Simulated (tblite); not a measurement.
Record of a relaxation.

Compound: C5H14GeN2.
Numbering: `[CH3:1][CH2:2][CH2:3][CH2:4]/[CH:5]=[N:6]/[NH:7][GeH3:8]` (hydrogens: H9, H10, H11 on C1; H12, H13 on C2; H14, H15 on C3; H16, H17 on C4; H18 on C5; H19 on N7; H20, H21, H22 on Ge8)

Computed with GFN2-xTB (tblite), gas phase: L-BFGS steps from a force-field or distance-geometry start until the largest atomic force falls under 0.01 eV/Å. 4 of its 179 geometries are shown.

Step 0: E = -695.2313 eV, largest atomic force 2.911 eV/Å
```
atom  x, y, z in Å  |  force x, y, z in eV/Å
C1     -3.822    0.754   -0.005   -2.894   0.113   0.290
C2     -2.695   -0.190   -0.095    1.741  -0.897   1.141
C3     -1.308    0.470    0.047   -0.951   0.760   0.150
C4     -0.342   -0.669   -0.076   -0.159  -0.705   0.591
C5      1.077   -0.274    0.038    1.967  -1.751   0.377
N6      1.921   -1.189    0.366    0.061   0.253   0.692
N7      3.286   -0.969    0.499   -0.160   0.003   0.179
Ge8     4.296    0.236   -0.454    0.626   0.439   0.307
H9     -3.572    1.746    0.395    0.002  -0.382  -0.471
H10    -4.373    0.799   -0.982    0.627   0.503   0.792
H11    -4.593    0.322    0.700    0.603   0.568  -0.564
H12    -2.709   -0.948    0.751   -0.292   0.641  -0.925
H13    -2.673   -0.735   -1.028   -0.311  -0.219  -0.211
H14    -1.149    1.206   -0.764   -0.084  -0.168   0.462
H15    -1.288    0.981    1.044    0.310  -0.306  -0.836
H16    -0.595   -1.376    0.778    0.546   0.362  -1.143
H17    -0.579   -1.155   -1.056    0.538   0.036   0.724
H18     1.440    0.722   -0.162   -0.188   0.611  -0.258
H19     3.787   -1.554    1.236   -1.288   0.675  -1.415
H20     3.499    0.901   -1.577    0.219  -0.375   0.263
H21     4.767    1.372    0.511   -0.176  -0.345  -0.341
H22     5.616   -0.429   -0.968   -0.739   0.186   0.197
```

Step 59: E = -696.1951 eV, largest atomic force 0.097 eV/Å
```
atom  x, y, z in Å  |  force x, y, z in eV/Å
C1     -3.719    0.972    0.095    0.035   0.005  -0.017
C2     -2.743   -0.200    0.110   -0.059   0.031  -0.018
C3     -1.285    0.255    0.052   -0.056  -0.004  -0.003
C4     -0.345   -0.934   -0.151    0.012   0.019   0.007
C5      1.094   -0.540   -0.168    0.030   0.006  -0.016
N6      1.958   -1.220    0.452    0.018  -0.002   0.014
N7      3.267   -0.905    0.389   -0.008   0.049  -0.033
Ge8     4.191    0.482   -0.369   -0.091  -0.027  -0.021
H9     -3.604    1.589    0.984    0.015  -0.020  -0.002
H10    -3.541    1.597   -0.777   -0.039   0.009  -0.003
H11    -4.742    0.605    0.056    0.004   0.048   0.023
H12    -2.913   -0.790    1.014    0.062  -0.029  -0.042
H13    -2.956   -0.839   -0.752    0.049   0.007   0.036
H14    -1.162    0.960   -0.773    0.017   0.001   0.003
H15    -1.024    0.775    0.977   -0.009  -0.003  -0.005
H16    -0.502   -1.669    0.637    0.056  -0.043   0.015
H17    -0.588   -1.410   -1.108    0.008  -0.005  -0.004
H18     1.380    0.340   -0.762   -0.030   0.032   0.002
H19     3.798   -1.531    0.978    0.014  -0.054   0.033
H20     3.872    0.648   -1.826   -0.018  -0.026   0.016
H21     3.946    1.784    0.340   -0.037   0.010  -0.014
H22     5.607    0.051   -0.201    0.028  -0.002   0.029
```

Step 119: E = -696.2293 eV, largest atomic force 0.030 eV/Å
```
atom  x, y, z in Å  |  force x, y, z in eV/Å
C1     -3.602    1.055    0.199   -0.007   0.002   0.018
C2     -2.717   -0.173    0.025   -0.018   0.007  -0.006
C3     -1.235    0.190    0.039   -0.007  -0.006   0.002
C4     -0.344   -1.033   -0.193    0.008   0.001  -0.012
C5      1.096   -0.656   -0.222    0.001   0.011   0.018
N6      1.943   -1.244    0.504    0.012  -0.003   0.008
N7      3.238   -0.869    0.471   -0.013   0.026  -0.007
Ge8     4.049    0.524   -0.387   -0.004  -0.007   0.001
H9     -3.374    1.563    1.134    0.007  -0.010  -0.001
H10    -3.445    1.757   -0.617   -0.005   0.001   0.005
H11    -4.653    0.772    0.212    0.010   0.003  -0.012
H12    -2.922   -0.888    0.825    0.008   0.008  -0.005
H13    -2.959   -0.658   -0.924   -0.003  -0.014  -0.003
H14    -1.038    0.931   -0.740   -0.002  -0.009   0.005
H15    -0.982    0.643    1.001    0.011   0.003   0.003
H16    -0.496   -1.773    0.595    0.000   0.009  -0.008
H17    -0.614   -1.491   -1.149   -0.005   0.000  -0.013
H18     1.388    0.169   -0.892    0.004  -0.002   0.004
H19     3.784   -1.440    1.100    0.003  -0.011   0.019
H20     3.994    0.362   -1.879   -0.003   0.002  -0.008
H21     3.423    1.834   -0.006   -0.002   0.000  -0.007
H22     5.455    0.446    0.101    0.005  -0.010  -0.002
```

Step 178: E = -696.2348 eV, largest atomic force 0.010 eV/Å
```
atom  x, y, z in Å  |  force x, y, z in eV/Å
C1     -3.609    1.023    0.286    0.000   0.001   0.001
C2     -2.720   -0.179   -0.008   -0.004   0.000   0.001
C3     -1.240    0.194    0.020   -0.005   0.004   0.001
C4     -0.342   -1.012   -0.274   -0.002   0.003   0.003
C5      1.096   -0.627   -0.251    0.002   0.000   0.000
N6      1.895   -1.134    0.583    0.002   0.000  -0.004
N7      3.187   -0.754    0.599    0.000   0.002   0.002
Ge8     4.081    0.472   -0.418   -0.001   0.002  -0.002
H9     -3.390    1.426    1.272   -0.001  -0.003   0.003
H10    -3.444    1.808   -0.448   -0.006   0.003  -0.007
H11    -4.659    0.740    0.256    0.001   0.001   0.000
H12    -2.909   -0.961    0.731    0.002   0.000   0.001
H13    -2.971   -0.586   -0.991   -0.001   0.003  -0.001
H14    -1.050    0.976   -0.720    0.001  -0.001  -0.005
H15    -0.985    0.597    1.002   -0.001  -0.004   0.005
H16    -0.505   -1.791    0.471    0.000  -0.004  -0.003
H17    -0.595   -1.413   -1.260    0.003  -0.002   0.003
H18     1.429    0.135   -0.973    0.000   0.001  -0.004
H19     3.691   -1.256    1.316    0.007  -0.002   0.003
H20     4.066    0.100   -1.873    0.003  -0.004   0.005
H21     3.500    1.847   -0.258   -0.005   0.003   0.003
H22     5.463    0.413    0.135    0.004  -0.003  -0.005
```

Problem. Summarise the path.

Solution. The energy falls by 1.0035 eV from step 0 to step 178; nine tenths of that is first reached at step 42. It falls at every step. The largest force goes from 2.911 to 0.010 eV/Å. Among the bonds Ge8–H22 changes most, from 1.565 to 1.490 Å; the atoms move by 0.729 Å rms after alignment.

Problem. Follow the three bonds and two angles with the largest change from start to end.

Solution. 
```csv
step,E above end (eV),largest force (eV/Å),Ge8–H22 (Å),Ge8–H21 (Å),N7–H19 (Å),N7–Ge8–H22 (°),C2–C3–C4 (°)
0,1.0035,2.911,1.565,1.563,1.066,110.8,104.3
8,0.3374,0.404,1.490,1.500,1.011,107.2,105.2
15,0.2704,0.148,1.494,1.509,1.013,104.0,109.0
23,0.2418,0.110,1.500,1.504,1.013,105.2,109.7
31,0.1895,0.227,1.494,1.502,1.016,104.2,110.4
39,0.1120,0.229,1.502,1.508,1.014,101.9,113.0
46,0.0823,0.135,1.497,1.505,1.011,101.3,113.9
54,0.0512,0.191,1.497,1.507,1.012,102.1,112.6
62,0.0363,0.071,1.494,1.504,1.011,102.3,110.9
70,0.0290,0.079,1.494,1.504,1.009,102.6,110.7
77,0.0214,0.098,1.486,1.501,1.010,103.0,111.3
85,0.0140,0.055,1.490,1.504,1.010,103.3,111.7
93,0.0114,0.026,1.490,1.502,1.010,103.1,111.7
101,0.0095,0.044,1.490,1.500,1.011,102.6,111.6
108,0.0077,0.031,1.492,1.503,1.010,102.3,111.8
116,0.0058,0.024,1.491,1.501,1.011,102.9,112.0
124,0.0050,0.017,1.491,1.502,1.011,103.1,112.0
132,0.0039,0.029,1.491,1.501,1.011,102.8,112.1
139,0.0026,0.034,1.490,1.502,1.010,102.6,112.3
147,0.0021,0.012,1.490,1.503,1.010,103.0,112.2
155,0.0015,0.018,1.490,1.500,1.010,103.2,112.3
163,0.0007,0.026,1.490,1.501,1.010,103.1,112.2
170,0.0002,0.015,1.490,1.501,1.011,102.7,112.0
178,0.0000,0.010,1.490,1.502,1.010,102.8,111.9
```

What follows is the cost of the whole relaxation. Time: 1.5 s of wall time. Hardware: one thread of an Arm Neoverse V1 (shared host).
